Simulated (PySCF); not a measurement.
Species: C₇H₃F₃.
SMILES: `C#CCC#CC(F)=C(F)F`

Computed with TDDFT wB97X-D/def2-SVPD, vertical, gas phase, core orbitals frozen in the response (PySCF 2.14.0, density-fitted response routines). Geometry: GFN2-xTB; no solvent, vibrations or thermal averaging.

| state | E (eV) | E (kJ/mol) | λ (nm) | f | main configurations (H = HOMO, L = LUMO) |
| --- | --- | --- | --- | --- | --- |
| S1 | 5.20 | 502 | 238.4 | 0.0014 | H→L+1 (88%) |
| S2 | 5.81 | 560 | 213.5 | 0.263 | H→L (76%), H-3→L+1 (11%) |
| S3 | 6.13 | 592 | 202.1 | 0.0006 | H-3→L (56%), H-1→L (38%) |
| S4 | 6.68 | 645 | 185.5 | 0.0012 | H-2→L+1 (32%), H-2→L+5 (16%), H-2→L+6 (13%) |
| S5 | 6.79 | 655 | 182.6 | 0.0001 | H→L+2 (62%), H→L+3 (18%) |
| S6 | 6.93 | 669 | 178.8 | 0.074 | H-2→L+4 (30%), H-1→L+1 (28%), H-1→L+5 (8%) |
| S7 | 7.03 | 679 | 176.3 | 0.0004 | H-1→L+4 (60%), H-3→L+4 (11%), H-2→L+4 (8%) |
| S8 | 7.38 | 712 | 168.0 | 0.032 | H-4→L+1 (45%), H→L+2 (14%), H→L+3 (10%) |

Triplets (Tamm–Dancoff): T1 3.63 eV, H→L (92%); T2 4.88 eV, H→L+1 (84%); T3 5.39 eV, H-3→L+1 (41%), H-1→L+1 (31%).

The lowest singlet comes at 238 nm (502 kJ/mol) in the ultraviolet; it is very weak; its leading configuration is HOMO→LUMO+1 (88%). The most intense listed level is S2 at 5.81 eV (214 nm, f = 0.263), 0.61 eV above S1. Löwdin shares by element: HOMO carbon 72% or more (atoms not listed hold the other 28%); LUMO carbon 74% or more (atoms not listed hold the other 26%). The oscillator strengths of these states sum to 0.373; summed over the whole spectrum of an exact calculation they would give the number of electrons, 72 (Thomas–Reiche–Kuhn). Of the 8 states listed, 3 reach f = 0.01 and 2 stay under 0.0005. Weighted by f, the mean energy of these states is 6.17 eV. Only the lowest 8 singlets were computed, as vertical energies without vibronic structure.

On one thread, Arm Neoverse N1 (aarch64), no GPU (shared host), this took 2.0 min (grids of density and orbitals included) and 0.97 GiB of memory at its peak.
